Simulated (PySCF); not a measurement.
C2Fe, SMILES [C][C][Fe] (connectivity only; charge and spin as stated), neutral, multiplicity 5. Geometry optimised at B3LYP-D3(BJ)/def2-TZVP. The multiplicity is an assumed one; other spin states were not compared.

Level of theory: B3LYP-D3(BJ)/def2-TZVP in PySCF.

Harmonic wavenumbers (cm⁻¹): 137, 137, 571, 1808. Rotational constants (GHz): 4.694 (linear); symmetry number 1.

**Question.** Work out the zero-point energy and the ideal-gas rigid-rotor harmonic-oscillator thermochemistry at 298.15 K and 1 atm.

**Answer.** ZPE = ½ Σ hcν = ½ × 2653 cm⁻¹ = 3.79 kcal/mol. H − E(el) = 6.81 kcal/mol. Entropy in cal/(mol K): translation 39.05, rotation 16.27, vibration 6.19, spin 3.20, total 64.71. G − E(el) = -12.48 kcal/mol. Cp = 11.91 cal/(mol K). Modes under 150 cm⁻¹ make the vibrational entropy uncertain.
